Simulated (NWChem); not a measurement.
CH₄OSn, singlet; SMILES C[O][SnH]

```xyz
7

Sn     0.0104    -0.6508     0.0001
H     -1.7515    -0.2723    -0.0043
O      0.5409     1.2715    -0.0006
C     -0.2701     2.4033     0.0004
H     -0.0710     3.0218     0.8958
H     -0.0538     3.0349    -0.8817
H     -1.3523     2.1649    -0.0115
```
Atoms are numbered in this order, from 1.

Computed with NWChem. Medium grid unless said otherwise, to which SCAN and Minnesota functionals are sensitive. Low-valent species are run as closed-shell singlets; no triplet was tried in these runs. The geometry was optimised at PBE0/def2-SVP. def2 effective core potentials on Sn; no spin-orbit coupling.

Question: Order these by “dipole (D)”, lowest first: PBE/def2-SVP; B3LYP/def2-SVP; r2SCAN/def2-SVP; LRC-wPBEh/def2-SVP; MN15-L/def2-SVP.

Answer: PBE/def2-SVP (0.66), r2SCAN/def2-SVP (0.78), MN15-L/def2-SVP (0.84), B3LYP/def2-SVP (0.89), LRC-wPBEh/def2-SVP (1.03)
